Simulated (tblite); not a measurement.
Compound: hydroxylated disilicon oxide cation, H₂O₃Si₂ (charge +1 and doublet state).
Numbering: `[OH:1][Si+:2]([OH:3])[O:4][Si:5]` (hydrogens: H6 on O1; H7 on O3)

Computed with GFN2-xTB (tblite), gas phase: L-BFGS steps from a force-field or distance-geometry start until the largest atomic force falls under 0.01 eV/Å.

Step 18: E = -445.3259 eV
```
atom  x, y, z in Å  |  force x, y, z in eV/Å
O1     -0.3632    1.3488    0.9291   -0.185   0.072  -0.165
Si2    -0.1580   -0.0314    0.2050   -0.062   0.006  -0.083
O3     -1.3564   -0.8294   -0.4372   -0.020   0.021  -0.013
O4      1.3245   -0.3523   -0.2125    0.176  -0.052   0.062
Si5     2.9867   -0.5087   -0.3463    0.000  -0.019  -0.026
H6     -1.0554    2.0099    0.8033    0.068  -0.161   0.110
H7     -1.3749   -1.6320   -0.9684    0.023   0.133   0.115
```

Step 19: E = -445.3312 eV
```
atom  x, y, z in Å  |  force x, y, z in eV/Å
O1     -0.3679    1.3483    0.9229   -0.189   0.137  -0.153
Si2    -0.1550   -0.0130    0.1688   -0.148   0.022  -0.014
O3     -1.3554   -0.8258   -0.4480   -0.030  -0.083  -0.067
O4      1.3294   -0.3432   -0.2103    0.072  -0.055   0.035
Si5     2.9898   -0.5254   -0.3409    0.181  -0.034  -0.036
H6     -1.0627    2.0133    0.8311    0.092  -0.213   0.090
H7     -1.3749   -1.6493   -0.9506    0.022   0.226   0.144
```

Problem. Estimate the geometry and energy of step 20. (The exact step hangs on the optimiser's Hessian estimate; all steps are aligned on step 19, rigid shifts and turns removed.)

Solution. E = -445.3370 eV, largest force 0.329 eV/Å
```
atom  x, y, z in Å  |  force x, y, z in eV/Å
O1     -0.3730    1.3481    0.9136   -0.088   0.124  -0.107
Si2    -0.1541    0.0078    0.1288   -0.092   0.006   0.021
O3     -1.3551   -0.8219   -0.4588   -0.055  -0.036  -0.026
O4      1.3346   -0.3346   -0.2060   -0.095  -0.039   0.029
Si5     2.9939   -0.5430   -0.3358    0.323  -0.049  -0.041
H6     -1.0700    2.0100    0.8599   -0.001  -0.143   0.060
H7     -1.3729   -1.6615   -0.9288    0.008   0.137   0.064
```

The energy changes by -0.0058 eV. The first-order estimate −F·Δx gives -0.0079 eV and the mean of the old and new forces, exact on a quadratic surface, -0.0059 eV. The step makes an angle of 77° with the force vector and moves no atom by more than 0.045 Å.

What follows is the cost of the whole relaxation. Hardware: AMD EPYC 9R45, one thread, shared host. Cost: 0.11 s.
